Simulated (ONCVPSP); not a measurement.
## bromine (Br), ONCV: configuration errors across variants

Br, optimised norm-conserving Vanderbilt (ONCV), made with ONCVPSP 4.0.1 (PBEsol, scalar-relativistic). Core [Ar], reference 3d10 4s2 4p5. Waves: 4s: rc 1.55 bohr, ncon 3, nbas 6, qcut 4.5 1/bohr, 3 projectors, debl 0.5 Ha; 4p: rc 1.20 bohr, ncon 3, nbas 7, qcut 6.7 1/bohr, 2 projectors, debl 2.8 Ha; 3d: rc 1.05 bohr, ncon 4, nbas 8, qcut 16.1 1/bohr, local. Local part: the d channel. Core correction: none.

In the s channel the program set the typed energies aside and used -0.740, 0.250, 0.750 Ha.

All-electron excitation energies from the reference (eV): (1) 3d10 4s2 4p4 12.554; (2) 3d10 4s2 4p3 35.325; (3) 3d10 4s2 4p2 69.334; (4) 3d9 4s2 4p5 78.440.

2 further variants failed, have other tests or another functional or relativity, and are left out.

A true bound ghost makes a file unfit for plane-wave use even where its test errors are small: the radial tests pick states by their node count and pass the ghost by.

Errors AE − PS in meV (a dash: test not solved or not reliable):

| change | (1) | (2) | (3) | (4) | bound ghosts | GHOST(+) flags above zero |
| --- | --- | --- | --- | --- | --- | --- |
| base | -6.5 | -17 | -28 | -620 | s, p | s |
| p: nproj 3 | -6.4 | -16 | -27 | -604 | s, p | s |
| p: qcut 3.7 | -5.0 | -10 | -13 | -386 | s | s, p |

Problem. Give the same row for: s: qcut 5; p: qcut 7.4; d: qcut 17.7.

Solution. -6.0, -16, -27, -702; bound ghosts: s, p; GHOST(+) flags above zero: s.
